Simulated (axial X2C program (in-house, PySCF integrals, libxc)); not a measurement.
Spectroscopic constants of MnSi⁻

Calculated with an in-house all-electron X2C program for linear molecules (integrals from PySCF). Spin-free means the one-electron spin-free X2C Hamiltonian; two-component (2c) means X2C with spin–orbit coupling and atomic mean-field two-electron Coulomb terms, the Gaunt term switched off, so the difference of the two also holds small scalar two-electron terms. Basis: Mn dyall-av3z [10s11p7d3f2g], Si dyall-av3z [9s8p3d2f] (cores contracted in-house); Gaussian nuclei, density fitting, unrestricted open shells. Masses: Mn 54.938 u, Si 27.977 u.

State, spin-free: M_S = 1, Λ = 0 (beyond evenly filled blocks: δ+α, δ-α); electrons by block: σα: 11, σβ: 11, π+α: 4, π+β: 4, π-α: 4, π-β: 4, δ+α: 1, δ-α: 1. Fragments: Mn + Si-.

State, 2c: Ω = 1 (⟨Sz⟩ = 1.00, ⟨Lz⟩ = 0.00 at PBE0); electrons by block: 1/2: 15, -1/2: 15, 3/2: 4, -3/2: 5, 5/2: 1. Fragments: Mn + Si-.

| Hamiltonian | level | Re (Å) | ωe (cm⁻¹) | ωexe (cm⁻¹) | Be (cm⁻¹) | αe (cm⁻¹) | De (eV) | D0 (eV) | k (mdyn/Å) | μ (D) |
| --- | --- | --- | --- | --- | --- | --- | --- | --- | --- | --- |
| 2c | PBE0 | 2.426 | 264.6 | 1.75 | 0.1545 | 0.00124 | 1.50 | 1.48 | 0.765 | -0.72 |
| 2c | r2SCAN | 2.344 | 291.5 | 1.64 | 0.1655 | 0.00126 | 1.81 | 1.79 | 0.928 | -0.20 |

Spin-free values that have a 2c row agree with it to the digits that matter (0.001 Å, 0.01 eV) and are not repeated.

Dipoles are positive if Si is the positive end and refer to the centre of mass.

Occupations by symmetry block were frozen at the best pattern of an incomplete PBE0 search. De is counted from the lowest determinant-based energies of the atoms at the same level, without counterpoise correction. Density functionals use the spin component along the axis (collinear). Other states lie close and PBE0, whose exact exchange favours high spin, may order them wrongly; the determinant shown need not be the ground state. The nearest other 2c determinant of the search, Ω = 2, lies 0.23 eV up at the distance of the search. The functionals have no current-density term, which raises determinants with orbital currents, atoms included. With several unpaired electrons one determinant need not be a pure state. Open-shell Ω = 0 determinants with evenly filled partner blocks cannot be reached by this program, so the Ω shown need not be the lowest component. The highest occupied level of some functionals is positive through self-interaction error; at Hartree–Fock it is bound. The determinant is spin-polarised beyond a pure state at some levels (its spin-free form has ⟨S²⟩ too high), which makes Re and μ there less reliable.

No reliable constants came from BP86 (2c), BP86 (spin-free), HF (2c), HF (spin-free), MP2 (2c), MP2 (spin-free): no minimum in range, unconverged points, a curve that is not smooth, a change of character along it, or the two Hamiltonians disagreeing along it.

Rough cost a point (2c) on 1 thread(s) of a shared host, integrals apart: PBE0 3 s, r2SCAN 3 s.

The whole task took 6.1 min on 1 thread of Arm Neoverse N1 (shared host).
